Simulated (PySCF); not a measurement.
Electric properties by functional and basis

BFH₄N₂.
Structure used (PBE0-D3(BJ)/def2-SVP), in Å, numbered top down from 1:
```xyz
8
BFH4N2 angstrom
N      1.2985   -0.2246    0.0486
B      0.0373    0.3871   -0.1227
N     -1.2029   -0.2706    0.0302
F      0.0153    1.6952   -0.4566
H      2.1533    0.2987   -0.0698
H      1.4330   -1.1935    0.2923
H     -1.3059   -1.2432    0.2746
H     -2.0740    0.2215   -0.1027
```

PySCF, dipoles from the SCF density, polarisabilities from static response with core orbitals frozen. Geometry: PBE0-D3(BJ)/def2-SVP; no solvent, vibrations or thermal averaging.

Question: Compare the levels for these properties.

Answer: 

| level | μ (D) | α (au) | anisotropy (au) |
| --- | --- | --- | --- |
| LDA/def2-SVPD | 2.378 | 34.77 | 11.25 |
| PBE/def2-SVPD | 2.325 | 34.52 | 11.25 |
| B3LYP/def2-SVPD | 2.364 | 33.08 | 10.48 |
| PBE0/def2-SVPD | 2.376 | 32.61 | 10.38 |
| BHandHLYP/def2-SVPD | 2.412 | 31.23 | 9.63 |
| CAM-B3LYP/def2-SVPD | 2.387 | 32.55 | 10.14 |
| wB97X-D/def2-SVPD | 2.369 | 32.52 | 9.79 |
| LC-wPBE/def2-SVPD | 2.384 | 31.92 | 9.95 |
| HF/def2-SVPD | 2.435 | 29.23 | 8.38 |
| PBE0/6-31G* | 2.266 | 23.20 | 14.44 |
| PBE0/def2-SVP | 2.419 | 24.03 | 12.89 |
| PBE0/6-31+G* | 2.427 | 29.12 | 8.65 |
| PBE0/aug-cc-pVDZ | 2.291 | 33.66 | 9.72 |
| PBE0/def2-TZVP | 2.336 | 29.59 | 10.67 |
| PBE0/def2-TZVPD | 2.301 | 33.57 | 9.84 |
| PBE0/aug-cc-pVTZ | 2.298 | 33.91 | 9.72 |

The anisotropy is √(½[(α1 − α2)² + (α2 − α3)² + (α3 − α1)²]). The dipole runs from 2.27 D (PBE0/6-31G*) to 2.43 D (HF/def2-SVPD). No reference polarisability is at hand; against PBE0 in the largest diffuse basis at hand (aug-cc-pVTZ) the other PBE0 rows deviate by 6-31G* -32%, def2-SVP -29%, 6-31+G* -14%, def2-SVPD -4%, aug-cc-pVDZ -1%, def2-TZVP -13%, def2-TZVPD -1%. In one basis (def2-SVPD) the functionals order the polarisability from HF (lowest) to LDA (highest), a spread of 19%. With PBE0 the polarisability is 25.61 au without diffuse functions (mean of 6-31G*, def2-SVP and def2-TZVP) and 32.58 au with them (mean of 6-31+G*, def2-SVPD, aug-cc-pVDZ, def2-TZVPD and aug-cc-pVTZ).

Without π bonds the low states are Rydberg-like; a valence basis with one diffuse set may place them up to an eV too high.
